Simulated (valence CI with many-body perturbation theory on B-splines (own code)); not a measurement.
The numbers below are computed, except where a source is named.
# Sn19+: configurations and terms from energies and g

Method: relativistic CI+MBPT: three valence electrons over a frozen Dirac-Fock core [Ar] 3d10, radial functions for each j: 11 s, 11 p, 10 d, 8 f, 5 g, 2 h, with the one-electron correlation potential Σ1, the two-electron term Σ2, the three-electron term Σ3, Breit, model QED; selected CI, second order for the rest, scaled by the run's own slope (own B-spline code, finite nucleus).

No measured levels were compared; by estimate levels hold to about 250 cm⁻¹ or 0.2 % of their energy and the worst to 1 %, as in measured heavy ions of charge 2 to 7; those with d or f electrons hold less well.

```
No.    J  Parity  E (cm⁻¹)      g
  1  1/2     odd         0  0.664
  2  3/2     odd     88439  1.333
  3  1/2    even    328960  2.537
  4  3/2    even    382490  1.710
  5  5/2    even    409950  1.482
  6  3/2    even    461170  0.868
 10  3/2    even    591130  1.284
 11  3/2    even    714430  0.801
 12  5/2    even    729810  1.200
 15  5/2     odd    887210  1.197
 16  1/2     odd    938360  0.664
 17  3/2     odd    970830  0.459
 18  5/2     odd    987820  1.047
 20  7/2     odd   1015900  1.252
```

Energies count from the lowest level. Strongly mixed levels and levels close to another of their J and parity are left out, so the numbers can have gaps.

(1) Give configuration and LS term of each level.

## Answers

(1) 1: 4s2 4p 2P°; 2: 4s2 4p 2P°; 3: 4s 4p2 4P; 4: 4s 4p2 4P; 5: 4s 4p2 4P; 6: 4s 4p2 2D; 10: 4s 4p2 2P; 11: 4s2 4d 2D; 12: 4s2 4d 2D; 15: 4p3 2D°; 16: 4p3 2P°; 17: 4s 4p 4d 4F°; 18: 4s 4p 4d 4F°; 20: 4s 4p 4d 4F°.
